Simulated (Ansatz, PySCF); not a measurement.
Gas-phase reaction in SMILES: C[C@H](Cl)[CH]CCl → C[C](Cl)CCCl
Geometries: B3LYP-D3(BJ)/def2-TZVP minima from Ansatz (a program for electronic structure), one conformer each, not searched for the lowest. Frequencies are from Ansatz or PySCF.

Wanted: isomerisation energy (enthalpy at 298 K, with B3LYP-D3(BJ) rigid-rotor harmonic-oscillator terms), in kJ/mol. Correlated levels leave the core frozen unless marked. UHF or UKS for open shells. Spin-orbit coupling is left out. No relativistic terms. CBS(X,Y): correlation extrapolated as X^-3; Hartree-Fock from the larger set.

CCSD(T)/CBS(cc-pV(T+d)Z,cc-pV(Q+d)Z) (Ansatz) gives -11.4 kJ/mol.

Problem. Another calculation gave -7.9 kJ/mol. Which level was it?
(A) LC-wPBE/def2-TZVPD (Ansatz)
(B) BLYP/def2-TZVPD (Ansatz)
(C) B97M-V/def2-TZVPD (Ansatz)

Solution. C, B97M-V/def2-TZVPD (Ansatz). The others give -19.4 (LC-wPBE), 3.1 (BLYP) kJ/mol.
